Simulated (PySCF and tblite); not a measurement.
Results of a calculation; reference values are marked as such.
## Conformers and averaged properties: C7H12O, numbered as in [CH2:1]=[CH:2][C@@H:3]1[CH2:4][CH2:5][CH2:6][CH2:7][O:8]1

Conformers came from 90 starts (ETKDG and KDG, MMFF94s, GFN2-xTB); geometries are PBE0-D3(BJ)/def2-SVP. Weights use PBE0-D3(BJ)/def2-TZVP energies plus GFN2-xTB zero-point and thermal terms (modes under about 100 cm⁻¹ blended into free rotors). Symmetry numbers and mirror images are counted. Conformers within 4 kcal/mol (GFN2-xTB free energy) were kept, 5 at most. GIAO shieldings: PBE0/pcSseg-1. Couplings: B3LYP/pcSseg-1 with pcJ-1 on H (gas phase; spin-dipole term only for pairs with B, N, F, Si or P). Couplings are for ¹H. Shifts are against TMS (¹H), TMS (¹³C) at the same level; of two unlike H on one atom, a is the less shielded. Run with PySCF (density fitting) and tblite.

Torsions listed: C1–C2–C3–O8. The 6-ring runs over atoms 3–4–5–6–7–8.

```tsv
conformer	shape	symmetry	E(GFN2) kcal/mol	E(DFT) kcal/mol	G(298.15 K) kcal/mol	weight %	dipole D
1	6-ring chair (all substituents equatorial); -2°	C1	0.32	0.00	0.00	69.0	1.61
2	6-ring chair (all substituents equatorial); 134°	C1	0.00	0.59	0.51	29.4	1.45
3	6-ring chair (C2 axial); 17°	C1	0.76	2.27	2.58	0.9	1.38
4	6-ring chair (C2 axial); 120°	C1	1.39	3.16	2.76	0.7	1.44
```

Weights (%) against temperature:

```
 T (K)     1     2    3    4  S(mix) cal/mol/K
   250  73.4  26.0  0.4  0.2              1.22
273.15  71.2  27.8  0.6  0.4              1.29
298.15  69.0  29.4  0.9  0.7              1.37
323.15  67.0  30.8  1.2  1.0              1.45
373.15  63.4  32.8  1.9  1.8              1.60
```

Averaged shifts at 298.15 K. ¹H: 5.95 (H2, 1H), 5.65 (H1a, 1H), 5.33 (H1b, 1H), 3.96 (H7a, 1H), 3.48 (H3, 1H), 3.32 (H7b, 1H), 1.72 (H5a, 1H), 1.46 (H6a, 1H), 1.35 (H5b, 1H), 1.28 (H4a, 1H), 1.13 (H6b, 1H), 1.12 (H4b, 1H) ppm. ¹³C: 148.1 (C2), 120.7 (C1), 79.0 (C3), 69.1 (C7), 34.5 (C4), 28.0 (C6), 26.1 (C5) ppm.

Averaged couplings (Hz): ²J(H1a,H1b) 2.5, ³J(H1a,H2) 18.0, ⁴J(H1a,H3) -2.5, ³J(H1b,H2) 11.8, ⁴J(H1b,H3) -2.6, ³J(H2,H3) 4.8, ³J(H3,H4a) 2.6, ³J(H3,H4b) 11.8, ⁴J(H3,H5a) -0.7, ⁴J(H3,H7a) -0.7, ²J(H4a,H4b) -14.7, ³J(H4a,H5b) 4.4, ³J(H4a,H5a) 3.3, ⁴J(H4a,H6b) 1.3, ⁴J(H4a,H6a) -0.7, ⁵J(H4a,H7a) 0.5, ³J(H4b,H5b) 14.2, ³J(H4b,H5a) 4.5, ⁴J(H4b,H6b) -0.6, ²J(H5b,H5a) -14.7, ³J(H5b,H6b) 4.5, ³J(H5b,H6a) 14.0, ⁴J(H5b,H7a) -0.6, ³J(H5a,H6b) 3.2, ³J(H5a,H6a) 4.5, ⁴J(H5a,H7b) -0.7, ⁴J(H5a,H7a) 1.7, ²J(H6b,H6a) -14.6, ³J(H6b,H7b) 2.5, ³J(H6b,H7a) 1.9, ³J(H6a,H7b) 13.0, ³J(H6a,H7a) 5.2, ²J(H7b,H7a) -13.0.

Coordinates of conformer 1 (Å):

```xyz
20

C     2.896   -0.289    0.555
C     2.168    0.124   -0.481
C     0.686   -0.038   -0.598
C    -0.027    1.307   -0.768
C    -1.537    1.110   -0.828
C    -2.003    0.275    0.359
C    -1.178   -0.998    0.455
O     0.196   -0.724    0.525
H     2.420   -0.799    1.396
H     3.977   -0.132    0.587
H     2.644    0.634   -1.327
H     0.477   -0.645   -1.511
H     0.345    1.813   -1.673
H     0.242    1.940    0.095
H    -1.799    0.588   -1.766
H    -2.056    2.081   -0.856
H    -3.073    0.024    0.277
H    -1.874    0.850    1.292
H    -1.391   -1.648   -0.421
H    -1.429   -1.572    1.360
```

Shifts are unscaled: against experiment ¹³C can be off by 15 ppm or more and ¹H by 0.8 ppm.

Search and properties took 4.2 min on 1 thread of AMD EPYC 9R45 96-Core (shared host) (rough), launched as `OMP_NUM_THREADS=1 python ens_run.py task.json out`.
